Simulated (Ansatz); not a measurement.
Ansatz (an electronic-structure program) input (B3LYP-D3(BJ)/def2-TZVP):

Ansatz 0.2 input:
```yaml
crystal:
  periodic: [false, false, false]
  atoms:
    - {symbol: C, position_ang: [1.24164337, -0.53246823, -0.32501697]}
    - {symbol: C, position_ang: [0.34747545, 0.12630663, 0.40198971]}
    - {symbol: C, position_ang: [-1.09386159, 0.39127472, 0.01155065]}
    - {symbol: O, position_ang: [-1.86916369, -0.39195937, 0.73380212]}
    - {symbol: H, position_ang: [1.05530207, -0.77552338, -1.36144820]}
    - {symbol: H, position_ang: [2.18954020, -0.88156403, 0.07290326]}
    - {symbol: H, position_ang: [0.55727089, 0.32642368, 1.44861449]}
    - {symbol: H, position_ang: [-1.18099684, 0.24195411, -1.11586981]}
    - {symbol: H, position_ang: [-1.29142380, 1.51742971, 0.15586570]}
basis:
  gaussian:
    orbitals: def2-TZVP
hamiltonian:
  xc: b3lyp
  dispersion: d3bj
total_charge: -1
relax: {f_tol: 0.002, max_steps: 150}
```

End of the output:

```
mean field -5240.60115203 eV, -192.5885401301 hartree, gradient 1.2e-5 eV, S^2 0.000000; 0 other end points of the search recorded, 0 dependent functions left out
the calculation of the forces begins
reference -5240.60139587 eV, -192.5885490911 hartree; 16, 16 occupied and 138, 138 virtual orbitals, 911 factors
relax step  10: F+E_penalty+E_count = -5240.84280320 eV  Δ(F+E_penalty+E_count) = -3.684e-6 eV  max|allowed force component| = 5.443e-3 eV/Å  Δτ_max = 0.0017 Å  (34 SCF iters, accepted)
these checks for a lower state are left out or cut short: starts, cluster_reference, orbital_swaps, neighbouring_geometries, increment
integrals: 0.05 GiB planned
911 factors; their error is unknown
mean field: 0.58 GiB planned
mean field -5240.60116196 eV, -192.5885404949 hartree, gradient 1.2e-5 eV, S^2 0.000000; 0 other end points of the search recorded, 0 dependent functions left out
the calculation of the forces begins
reference -5240.60140579 eV, -192.5885494555 hartree; 16, 16 occupied and 138, 138 virtual orbitals, 911 factors
relax step  11: F+E_penalty+E_count = -5240.84280807 eV  Δ(F+E_penalty+E_count) = -4.868e-6 eV  max|allowed force component| = 1.211e-3 eV/Å  Δτ_max = 0.0013 Å  (34 SCF iters, accepted)
integrals: 0.05 GiB planned
911 factors; their error is unknown
mean field: 0.58 GiB planned
mean field evaluation 96: about -5227.9872 eV, gradient 7.8e1 eV
mean field -5240.60116196 eV, -192.5885404949 hartree, gradient 1.2e-5 eV, S^2 0.000000; 1 other end points of the search recorded, 0 dependent functions left out
the calculation of the forces begins
reference -5240.60140579 eV, -192.5885494555 hartree; 16, 16 occupied and 138, 138 virtual orbitals, 911 factors
Total energy: -5240.84305190 eV, -192.5974297862 hartree
Atom 0 at     1.263797    -0.503648    -0.341743 Å, force     0.000597     0.000230     0.000562 eV/Å
Atom 1 at     0.319267     0.044807     0.424693 Å, force     0.000043    -0.000197    -0.000874 eV/Å
Atom 2 at    -1.115300     0.369585     0.029744 Å, force    -0.001211    -0.000625     0.000182 eV/Å
Atom 3 at    -1.992267    -0.268089     0.802203 Å, force     0.000278     0.000422    -0.000050 eV/Å
Atom 4 at     1.071466    -0.719014    -1.389901 Å, force    -0.000168     0.000102     0.000089 eV/Å
Atom 5 at     2.244937    -0.777832     0.038926 Å, force    -0.000288    -0.000088    -0.000113 eV/Å
Atom 6 at     0.519414     0.214419     1.482899 Å, force     0.000537    -0.000085     0.000505 eV/Å
Atom 7 at    -1.180448     0.151056    -1.082079 Å, force     0.000214     0.000153    -0.000214 eV/Å
Atom 8 at    -1.175079     1.510590     0.057647 Å, force    -0.000002     0.000088    -0.000088 eV/Å
Dipole moment:     0.916150     0.095195    -0.254550 e Å
```

It need not be the lowest isomer of its formula. Whether it binds its extra electron was not tested at this geometry.
